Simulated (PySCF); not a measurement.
**Working out the ionisation energy of Nb⁺**

Nb⁺ [Kr] 4d4 (5D) → Nb²⁺ [Kr] 4d3 (4F). All numbers are calculated (PySCF 2.14, scalar relativity through the core potential, in cc-pVDZ-PP with ECP28MDF). Frozen: 4s2 4p6. Energies in hartree (1 hartree = 27.21139 eV):

```json
{"part": "UHF", "Nb⁺ (lower)": "-55.926941", "Nb²⁺ (upper)": "-55.445736"}
{"part": "MP2 opposite-spin", "Nb⁺ (lower)": "0.000000", "Nb²⁺ (upper)": "0.000000"}
{"part": "MP2 same-spin", "Nb⁺ (lower)": "-0.025488", "Nb²⁺ (upper)": "-0.009915"}
```

Question: What does Hartree-Fock give?

Answer: (-55.445736) − (-55.926941) = 0.481205 hartree = 13.094 eV.

Question: What do MP2 and SCS-MP2 (6/5 opposite-spin, 1/3 same-spin) give?

Answer: The opposite-spin parts differ by 0.000 eV and the same-spin parts by 0.424 eV. MP2: 13.094 + (0.000) + (0.424) = 13.518 eV. SCS-MP2: 13.094 + 1.2 × (0.000) + (0.424)/3 = 13.235 eV.

Reference: 14.32 eV (semi-empirical (NIST evaluation); NIST Atomic Spectra Database, ionization energies), between the lowest levels; spin-orbit coupling is absent from the calculation.

A double-zeta basis recovers only part of the correlation energy.

What remains against the reference includes basis incompleteness, the frozen core and correlation beyond second order.
